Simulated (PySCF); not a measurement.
## RuSF2: fields on a plane

Level of theory: UPBE0 in PySCF with Ru def2-SVP with ECP28, S def2-SVP, F def2-SVP; scalar-relativistic core potentials, no spin–orbit coupling; density-fitted integrals.

The triplet minimum has Ru–F 1.820 Å (×2), Ru–S 2.037 Å; F–Ru–F 137.9°, F–Ru–S 111.1° (×2).

The plane holds Ru1 at (0.00, 0.00), S2 at (2.04, 0.00), F3 at (-0.65, 1.70), F4 at (-0.65, -1.70) Å. Columns run from x = -2.55 to 4.35 Å, rows from y = 4.05 (top) to -3.75 Å, in steps of 0.3 Å. Other isomers or separated fragments may lie lower. Core electrons replaced by a potential are absent, the electrostatic potential uses the reduced nuclear charge, and values within about 0.7 Å of such atoms have no physical meaning.

Give the electron localisation function (set to 0 where the density is under 0.005 e/Å³). Lower edges of the bins: '0' 0.000, '1' 0.090, '2' 0.179, '3' 0.269, '4' 0.359, '5' 0.449, '6' 0.538, '7' 0.628, '8' 0.718, '9' 0.807; top 0.90.


```
000000000000000000000000
000000000000000000000000
000000000000000000000000
000001111000000000000000
000123443200000000000000
000246776410000000000000
002479998630000000000000
002589579730002222100000
003699819730024444321000
003589888511257776542100
001468862101488998764200
000122125532599889985310
000001389984582106996410
000001790085571891997420
000001790085571891997420
000001389984582106996410
000122125532599889985310
001468862101488998764200
003589888511257776542100
003699819730024444321000
002589579730002222100000
002479998630000000000000
000246776410000000000000
000123443200000000000000
000001111000000000000000
000000000000000000000000
000000000000000000000000
```

Give the electron density (e/Å³) (cut at 5 e/Å³). Lower edges of the bins (e/Å³): '_' 0.000, '.' 0.030, ':' 0.076, '-' 0.151, '=' 0.268, '+' 0.455, '*' 0.750, '#' 1.218, '%' 1.960, '@' 3.136; top 5.00, each point printed twice.


```
________________________________________________
________________________________________________
________________________________________________
________________________________________________
________....::::..______________________________
______..::--====--::____________________________
______::==##%%%%**--..__________________________
____..--**@@@@@@%%++::..________________________
____..--**@@@@@@@@++--..............____________
____..--++%%@@@@%%++--::::::::::::::..__________
______::==**####**++==------======--::..________
______..::==++##%%##**++==++******++==::..______
______..::--**@@@@@@@@##****##%%##**++--..______
________::==%%@@####@@%%**##@@@@@@##**==::..____
________::==%%@@####@@%%**##@@@@@@##**==::..____
______..::--**@@@@@@@@##****##%%##**++--..______
______..::==++##%%##**++==++******++==::..______
______::==**####**++==------======--::..________
____..--++%%@@@@%%++--::::::::::::::..__________
____..--**@@@@@@@@++--..............____________
____..--**@@@@@@%%++::..________________________
______::==##%%%%**--..__________________________
______..::--====--::____________________________
________....::::..______________________________
________________________________________________
________________________________________________
________________________________________________
```

Other spin states or occupations of the open shell can lie lower.
